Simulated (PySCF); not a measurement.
CH₅AlS₂, SMILES [CH3][Al]([SH])[SH].

Geometry optimised at PBE0-D3(BJ)/def2-SVP. One conformer was computed; it need not be the lowest.

Level of theory: TDDFT-LC-ωPBE/def2-SVPD run with PySCF.

Vertical excitations. Gas-phase values at a fixed geometry.

### Question
List the lowest excited states. (Estimate from the structure and the level; the computed values follow.)

### Answer

| state | energy (eV) | λ (nm) | f | main pairs |
|---|---|---|---|---|
| S1 | 6.39 | 194 | 0.000 | HOMO→LUMO+2 70 % |
| S2 | 6.51 | 191 | 0.001 | HOMO→LUMO 73 % |
| S3 | 6.65 | 186 | 0.061 | HOMO→LUMO+1 84 % |
| S4 | 6.67 | 186 | 0.013 | HOMO−1→LUMO+2 39 %, HOMO→LUMO+4 17 %, HOMO−1→LUMO 12 %, HOMO→LUMO+9 8 % |
| S5 | 7.06 | 176 | 0.027 | HOMO−3→LUMO+1 65 %, HOMO−1→LUMO+2 12 %, HOMO−1→LUMO 11 % |
| S6 | 7.16 | 173 | 0.139 | HOMO−1→LUMO 39 %, HOMO−3→LUMO+1 23 %, HOMO−1→LUMO+1 12 %, HOMO−1→LUMO+2 6 % |
| S7 | 7.24 | 171 | 0.052 | HOMO−1→LUMO+1 73 % |
| S8 | 7.28 | 170 | 0.001 | HOMO−2→LUMO+1 94 % |
| S9 | 7.66 | 162 | 0.115 | HOMO−2→LUMO 57 %, HOMO−2→LUMO+2 19 % |
| S10 | 7.86 | 158 | 0.211 | HOMO−3→LUMO 72 % |
| T1 | 5.87 | 211 | 0 | HOMO→LUMO+1 80 % |
| T2 | 5.91 | 210 | 0 | HOMO→LUMO+2 53 %, HOMO→LUMO+1 10 % |
| T3 | 6.10 | 203 | 0 | HOMO−1→LUMO+2 40 %, HOMO→LUMO+4 16 %, HOMO→LUMO+9 9 %, HOMO→LUMO+7 7 % |
| T4 | 6.16 | 201 | 0 | HOMO→LUMO 58 % |
Triplets are in the Tamm–Dancoff approximation, which puts them higher than full response would, so one can lie above its singlet here.
